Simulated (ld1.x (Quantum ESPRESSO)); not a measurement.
**PBE PAW dataset for V, non-relativistic all-electron reference.**

The input file (ld1.x (Quantum ESPRESSO) 7.5):

```
&input
   title='V', zed=23., rel=0, dft='PBE', iswitch=3,
   config='[Ar] 3d3 4s2 4p0',
   nld=3, rlderiv=3.05, eminld=-2.0, emaxld=5.0, deld=0.02
 /
 &inputp
   pseudotype=3, lpaw=.true., tm=.true., lloc=-1, rcloc=1.95,
   nlcc=.true., new_core_ps=.true.,
   which_augfun='BG', rmatch_augfun=1.10,
   file_pseudopw='V.UPF', file_wfcaegen='ae.wfc', file_wfcncgen='nc.wfc', file_beta='beta', file_chi='chi', file_wfcusgen='us.wfc'
 /
6
4S  1  0   2.00   0.00  2.50  2.80  0.0
4S  1  0   0.00   0.45  2.50  2.80  0.0
4P  2  1   0.00   0.00  2.10  2.80  0.0
4P  2  1   0.00   2.15  2.10  2.80  0.0
3D  3  2   3.00   0.00  1.35  1.45  0.0
3D  3  2   0.00   1.65  1.35  1.45  0.0
 &test
   configts(1)='3d3 4s2 4p0'
 /
```

Command:

```bash
ld1.x < V.in > V.out
```

The program printed (shortened: banner, matrices, multipoles, cross overlaps and the repeated all-electron block are left out):

```
Program LD1 v.7.5
     --------------------------- All-electron run ----------------------------

     V

     atomic number is 23.00
     dft =PBE   lsd =0 sic =0 latt =0  beta=0.20 tr2=1.0E-14
     Exchange-correlation= PBE
                           (   1   4   3   4   0   0   0)
     mesh =1181 r(mesh) = 100.93793 a.u. xmin = -7.00 dx = 0.01250
     1 Ry =  13.60569312 eV

     n l     nl                  e(Ry)          e(Ha)          e(eV)
     1 0     1S 1( 2.00)      -391.4273      -195.7137     -5325.6399
     2 0     2S 1( 2.00)       -43.7423       -21.8712      -595.1449
     2 1     2P 1( 6.00)       -36.8952       -18.4476      -501.9847
     3 0     3S 1( 2.00)        -5.0831        -2.5416       -69.1591
     3 1     3P 1( 6.00)        -3.2266        -1.6133       -43.9001
     3 2     3D 1( 3.00)        -0.3929        -0.1965        -5.3461
     4 0     4S 1( 2.00)        -0.3416        -0.1708        -4.6472
     4 1     4P 1( 0.00)        -0.1074        -0.0537        -1.4607

     final scf error:  8.4E-15 reached in  32 iterations

     Etot =   -1887.166892 Ry,    -943.583446 Ha,  -25676.213598 eV

     Ekin =    1885.504869 Ry,     942.752434 Ha,   25653.600627 eV
     Encl =   -4473.629247 Ry,   -2236.814623 Ha,  -60866.826680 eV
     Eh   =     790.594804 Ry,     395.297402 Ha,   10756.590291 eV
     Exc  =     -89.637318 Ry,     -44.818659 Ha,   -1219.577835 eV

     normalization and overlap integrals

     s(1S/1S) =  1.000000  <r> =   0.0670  <r2> =    0.0060  r(max) =   0.0440
     s(2S/2S) =  1.000000  <r> =   0.3110  <r2> =    0.1142  r(max) =   0.2565
     s(2P/2P) =  1.000000  <r> =   0.2751  <r2> =    0.0932  r(max) =   0.2100
     s(3S/3S) =  1.000000  <r> =   0.9560  <r2> =    1.0545  r(max) =   0.8307
     s(3P/3P) =  1.000000  <r> =   1.0192  <r2> =    1.2248  r(max) =   0.8517
     s(3D/3D) =  1.000000  <r> =   1.4364  <r2> =    2.7990  r(max) =   0.8843
     s(4S/4S) =  1.000000  <r> =   3.3780  <r2> =   13.2019  r(max) =   2.7927
     s(4P/4P) =  1.000000  <r> =   4.7247  <r2> =   26.4888  r(max) =   3.6767

     ------------------------ End of All-electron run ------------------------

     --------------------- Generating PAW atomic setup --------------------

      Generating local potential from pseudized AE potential:
      Matching radius rcloc =   1.9500

      Local pseudo, rcloc= 1.944 Estimated cut-off energy=     6.54 Ry

      Computing core charge for nlcc:

       r > 1.49 : true rho core
      Core charge pseudized with two Bessel functions
      Integrated core pseudo-charge :   8.91
      Wfc-us  4S rcutus= 2.828  Estimated cut-off energy=     5.58 Ry
      Wfc-us  4S rcutus= 2.828  Estimated cut-off energy=     7.11 Ry
      Wfc-us  4P rcutus= 2.828  Estimated cut-off energy=     8.95 Ry
      Wfc-us  4P rcutus= 2.828  Estimated cut-off energy=    14.45 Ry
      Wfc-us  3D rcutus= 1.440  Estimated cut-off energy=    55.05 Ry
      Wfc-us  3D rcutus= 1.440  Estimated cut-off energy=    76.34 Ry

     Required augmentation: BG   radius:    1.100000
     Message from routine us2paw:
     WARNING: using Bloechl style augmentation functions is not a good idea, as analytical overlap are not implemented in pwscf: use BESSEL or GAUSS instead.
     Message from routine us2paw:
     WARNING: using Bloechl style augmentation functions is not a good idea, as analytical overlap are not implemented in pwscf: use BESSEL or GAUSS instead.
     Message from routine us2paw:
     WARNING: using Bloechl style augmentation functions is not a good idea, as analytical overlap are not implemented in pwscf: use BESSEL or GAUSS instead.
     Message from routine us2paw:
     WARNING: using Bloechl style augmentation functions is not a good idea, as analytical overlap are not implemented in pwscf: use BESSEL or GAUSS instead.
     [... 1 repeated lines left out ...]
     WARNING: using Bloechl style augmentation functions is not a good idea, as analytical overlap are not implemented in pwscf: use BESSEL or GAUSS instead.
     [... 1 repeated lines left out ...]
     WARNING: using Bloechl style augmentation functions is not a good idea, as analytical overlap are not implemented in pwscf: use BESSEL or GAUSS instead.
     [... 1 repeated lines left out ...]
     WARNING: using Bloechl style augmentation functions is not a good idea, as analytical overlap are not implemented in pwscf: use BESSEL or GAUSS instead.
     [... 1 repeated lines left out ...]
     WARNING: using Bloechl style augmentation functions is not a good idea, as analytical overlap are not implemented in pwscf: use BESSEL or GAUSS instead.
     [... 1 repeated lines left out ...]
     WARNING: using Bloechl style augmentation functions is not a good idea, as analytical overlap are not implemented in pwscf: use BESSEL or GAUSS instead.
     [... 1 repeated lines left out ...]
     WARNING: using Bloechl style augmentation functions is not a good idea, as analytical overlap are not implemented in pwscf: use BESSEL or GAUSS instead.
     [... 1 repeated lines left out ...]
     WARNING: using Bloechl style augmentation functions is not a good idea, as analytical overlap are not implemented in pwscf: use BESSEL or GAUSS instead.
     [... 1 repeated lines left out ...]
     WARNING: using Bloechl style augmentation functions is not a good idea, as analytical overlap are not implemented in pwscf: use BESSEL or GAUSS instead.
     [... 1 repeated lines left out ...]
     WARNING: using Bloechl style augmentation functions is not a good idea, as analytical overlap are not implemented in pwscf: use BESSEL or GAUSS instead.
     [... 1 repeated lines left out ...]
     WARNING: using Bloechl style augmentation functions is not a good idea, as analytical overlap are not implemented in pwscf: use BESSEL or GAUSS instead.
     [... 1 repeated lines left out ...]
     WARNING: using Bloechl style augmentation functions is not a good idea, as analytical overlap are not implemented in pwscf: use BESSEL or GAUSS instead.
     [... 1 repeated lines left out ...]
     WARNING: using Bloechl style augmentation functions is not a good idea, as analytical overlap are not implemented in pwscf: use BESSEL or GAUSS instead.
     [... 1 repeated lines left out ...]
     WARNING: using Bloechl style augmentation functions is not a good idea, as analytical overlap are not implemented in pwscf: use BESSEL or GAUSS instead.
     [... 1 repeated lines left out ...]
     WARNING: using Bloechl style augmentation functions is not a good idea, as analytical overlap are not implemented in pwscf: use BESSEL or GAUSS instead.
     [... 1 repeated lines left out ...]
     WARNING: using Bloechl style augmentation functions is not a good idea, as analytical overlap are not implemented in pwscf: use BESSEL or GAUSS instead.
     [... 1 repeated lines left out ...]
     WARNING: using Bloechl style augmentation functions is not a good idea, as analytical overlap are not implemented in pwscf: use BESSEL or GAUSS instead.
     [... 1 repeated lines left out ...]
     WARNING: using Bloechl style augmentation functions is not a good idea, as analytical overlap are not implemented in pwscf: use BESSEL or GAUSS instead.
     [... 1 repeated lines left out ...]
     WARNING: using Bloechl style augmentation functions is not a good idea, as analytical overlap are not implemented in pwscf: use BESSEL or GAUSS instead.
     [... 1 repeated lines left out ...]
     WARNING: using Bloechl style augmentation functions is not a good idea, as analytical overlap are not implemented in pwscf: use BESSEL or GAUSS instead.
     [... 1 repeated lines left out ...]
     WARNING: using Bloechl style augmentation functions is not a good idea, as analytical overlap are not implemented in pwscf: use BESSEL or GAUSS instead.
     [... 1 repeated lines left out ...]
     WARNING: using Bloechl style augmentation functions is not a good idea, as analytical overlap are not implemented in pwscf: use BESSEL or GAUSS instead.
     [... 1 repeated lines left out ...]
     WARNING: using Bloechl style augmentation functions is not a good idea, as analytical overlap are not implemented in pwscf: use BESSEL or GAUSS instead.
     Gaussians generated with zeta:    25.571410

     Estimated PAW energy =  -96.446684 Ryd

     ------------------- End of pseudopotential generation -------------------

     Computing logarithmic derivative in   3.06723
     Computing logarithmic derivative in   3.06723
     Computing the partial wave expansion
     R is outside the sphere for l=    0 j= 0.00
     R is outside the sphere for l=    0 j= 0.00
     R is outside the sphere for l=    1 j= 0.00
     R is outside the sphere for l=    1 j= 0.00
     R is outside the sphere for l=    2 j= 0.00
     R is outside the sphere for l=    2 j= 0.00

     ---------------------- Testing the pseudopotential ----------------------

     V

     atomic number is 23.00   valence charge is  5.00
     dft = SLA  PW   PBX  PBC   lsd =0 sic =0 latt =0  beta=0.20 tr2=1.0E-14
     mesh =1181 r(mesh) = 100.93793 xmin = -7.00 dx = 0.01250

     n l     nl             e AE (Ry)        e PS (Ry)    De AE-PS (Ry)
     3 2     3D   1( 3.00)       -0.39293       -0.39293       -0.00000
     1 0     4S   1( 2.00)       -0.34156       -0.34156       -0.00000
     2 1     4P   1( 0.00)       -0.10736       -0.10736       -0.00000

     eps = 2.2E-15  iter =  3

     Etot =   -1887.166892 Ry,    -943.583446 Ha,  -25676.213598 eV
     Etotps =   -96.446684 Ry,     -48.223342 Ha,   -1312.223985 eV

     Ekin =      30.814367 Ry,      15.407183 Ha,     419.250817 eV
     Encl =     -48.648439 Ry,     -24.324220 Ha,    -661.895734 eV
     Ehrt =      11.024706 Ry,       5.512353 Ha,     149.998767 eV
     Ecxc =     -89.637318 Ry,     -44.818659 Ha,   -1219.577836 eV
     (Ecc =     -13.507830 Ry,      -6.753915 Ha,    -183.783389 eV)

     ---------------------- End of pseudopotential test ----------------------
```

Generation and configuration tests took about 1.4 s on one core of a shared server CPU.

Transferability test of the new file with ld1.x, input:

```
&input
   title='V', zed=23., rel=0, dft='PBE', iswitch=2,
   config='[Ar] 3d3 4s2 4p0'
 /
 &test
   file_pseudo='V.UPF', nconf=8,
   configts(1)='3d3 4s2 4p0',
   configts(2)='3d3 4s1 4p0',
   configts(3)='3d3 4s0 4p0',
   configts(4)='3d2 4s0 4p0',
   configts(5)='3d3.5 4s1.5 4p0',
   configts(6)='3d3 4s0 4p2',
   configts(7)='3d3 4s1.5 4p0',
   configts(8)='3d3 4s1 4p1'
 /
```

```bash
ld1.x < V.test.in > V.test.out
```

Pseudopotential blocks of its output, shortened (energy terms left out):

```
     ---------------------- Testing the pseudopotential ----------------------

     n l     nl             e AE (Ry)        e PS (Ry)    De AE-PS (Ry)
     3 2     3D   1( 3.00)       -0.39293       -0.39293       -0.00000
     1 0     4S   1( 2.00)       -0.34156       -0.34156       -0.00000
     2 1     4P   1( 0.00)       -0.10736       -0.10736       -0.00000

     eps = 3.5E-15  iter =  3

     Etot =   -1887.166892 Ry,    -943.583446 Ha,  -25676.213601 eV
     Etotps =   -96.446684 Ry,     -48.223342 Ha,   -1312.223985 eV

     ---------------------- End of pseudopotential test ----------------------

          ---------------------- Testing the pseudopotential ----------------------

     n l     nl             e AE (Ry)        e PS (Ry)    De AE-PS (Ry)
     3 2     3D   1( 3.00)       -0.94012       -0.94110        0.00098
     1 0     4S   1( 1.00)       -0.79380       -0.79334       -0.00046
     2 1     4P   1( 0.00)       -0.50189       -0.50186       -0.00003

     eps = 5.4E-15  iter = 12

     Etot =   -1886.604015 Ry,    -943.302008 Ha,  -25668.555279 eV
     Etotps =   -95.884065 Ry,     -47.942033 Ha,   -1304.569168 eV
     dEtot_ae =       0.562876 Ry
     dEtot_ps =       0.562619 Ry,   Delta E=       0.000258 Ry

     ---------------------- End of pseudopotential test ----------------------

          ---------------------- Testing the pseudopotential ----------------------

     n l     nl             e AE (Ry)        e PS (Ry)    De AE-PS (Ry)
     3 2     3D   1( 3.00)       -1.57663       -1.58050        0.00387
     1 0     4S   1( 0.00)       -1.29720       -1.29726        0.00006
     2 1     4P   1( 0.00)       -0.95005       -0.94987       -0.00018

     eps = 2.5E-15  iter = 14

     Etot =   -1885.562333 Ry,    -942.781166 Ha,  -25654.382465 eV
     Etotps =   -94.842728 Ry,     -47.421364 Ha,   -1290.401046 eV
     dEtot_ae =       1.604559 Ry
     dEtot_ps =       1.603956 Ry,   Delta E=       0.000602 Ry

     ---------------------- End of pseudopotential test ----------------------

          ---------------------- Testing the pseudopotential ----------------------

     n l     nl             e AE (Ry)        e PS (Ry)    De AE-PS (Ry)
     3 2     3D   1( 2.00)       -2.73119       -2.82010        0.08891  !
     1 0     4S   1( 0.00)       -2.02681       -2.04957        0.02276  !
     2 1     4P   1( 0.00)       -1.60116       -1.62112        0.01997  !

     eps = 9.9E-16  iter = 10

     Etot =   -1883.425894 Ry,    -941.712947 Ha,  -25625.314732 eV
     Etotps =   -92.666216 Ry,     -46.333108 Ha,   -1260.788104 eV
     dEtot_ae =       3.740998 Ry
     dEtot_ps =       3.780468 Ry,   Delta E=      -0.039470 Ry

     ---------------------- End of pseudopotential test ----------------------

          ---------------------- Testing the pseudopotential ----------------------

     n l     nl             e AE (Ry)        e PS (Ry)    De AE-PS (Ry)
     3 2     3D   1( 3.50)       -0.27392       -0.26871       -0.00521  !
     1 0     4S   1( 1.50)       -0.30677       -0.30743        0.00066
     2 1     4P   1( 0.00)       -0.09008       -0.09082        0.00074

     eps = 5.3E-15  iter = 14

     Etot =   -1887.170608 Ry,    -943.585304 Ha,  -25676.264168 eV
     Etotps =   -96.448914 Ry,     -48.224457 Ha,   -1312.254327 eV
     dEtot_ae =      -0.003717 Ry
     dEtot_ps =      -0.002230 Ry,   Delta E=      -0.001487 Ry

     ---------------------- End of pseudopotential test ----------------------

          ---------------------- Testing the pseudopotential ----------------------

     n l     nl             e AE (Ry)        e PS (Ry)    De AE-PS (Ry)
     3 2     3D   1( 3.00)       -0.57538       -0.57675        0.00136
     1 0     4S   1( 0.00)       -0.45013       -0.45021        0.00008
     2 1     4P   1( 2.00)       -0.19366       -0.19358       -0.00008

     eps = 5.8E-16  iter = 11

     Etot =   -1886.674824 Ry,    -943.337412 Ha,  -25669.518672 eV
     Etotps =   -95.954928 Ry,     -47.977464 Ha,   -1305.533307 eV
     dEtot_ae =       0.492068 Ry
     dEtot_ps =       0.491756 Ry,   Delta E=       0.000312 Ry

     ---------------------- End of pseudopotential test ----------------------

          ---------------------- Testing the pseudopotential ----------------------

     n l     nl             e AE (Ry)        e PS (Ry)    De AE-PS (Ry)
     3 2     3D   1( 3.00)       -0.65423       -0.65471        0.00048
     1 0     4S   1( 1.50)       -0.56049       -0.56023       -0.00026
     2 1     4P   1( 0.00)       -0.29596       -0.29599        0.00003

     eps = 2.4E-16  iter = 11

     Etot =   -1886.942060 Ry,    -943.471030 Ha,  -25673.154614 eV
     Etotps =   -96.221918 Ry,     -48.110959 Ha,   -1309.165893 eV
     dEtot_ae =       0.224831 Ry
     dEtot_ps =       0.224766 Ry,   Delta E=       0.000066 Ry

     ---------------------- End of pseudopotential test ----------------------

          ---------------------- Testing the pseudopotential ----------------------

     n l     nl             e AE (Ry)        e PS (Ry)    De AE-PS (Ry)
     3 2     3D   1( 3.00)       -0.48930       -0.49052        0.00122
     1 0     4S   1( 1.00)       -0.40095       -0.40064       -0.00031
     2 1     4P   1( 1.00)       -0.15446       -0.15442       -0.00004

     eps = 3.0E-15  iter = 13

     Etot =   -1886.926449 Ry,    -943.463224 Ha,  -25672.942205 eV
     Etotps =   -96.206448 Ry,     -48.103224 Ha,   -1308.955407 eV
     dEtot_ae =       0.240443 Ry
     dEtot_ps =       0.240236 Ry,   Delta E=       0.000207 Ry

     ---------------------- End of pseudopotential test ----------------------
```
